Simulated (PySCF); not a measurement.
Job for PySCF: R-HF/3-21G on GeH4Se (SMILES [GeH3][SeH]), a point of a torsion scan.

```python
from pyscf import gto, scf, dft, mp
from pyscf.data.elements import chemcore

mol = gto.M(
    atom='''
    Ge   -0.58723076   -0.03808689   -0.03696475
    Se    1.59309986   -0.79434074   -0.26237867
    H    -0.78320623    1.18931724   -0.87418844
    H    -1.55571229   -1.09325783   -0.48279216
    H    -0.87954519    0.29622421    1.39582198
    H     1.97552193    0.25115342   -1.17323432
    ''',
    basis='3-21g',
    charge=0, spin=0, verbose=3, max_memory=1800)
mf = scf.RHF(mol)
mf.conv_tol = 1e-8
mf.max_cycle = 100
mf.kernel()
if not mf.converged:
    mf = mf.newton().run(mf.mo_coeff, mf.mo_occ)
```

Program output:

```
converged SCF energy = -4456.11556817713
```

The run converged.

Cost: very roughly 0.4 core-seconds.
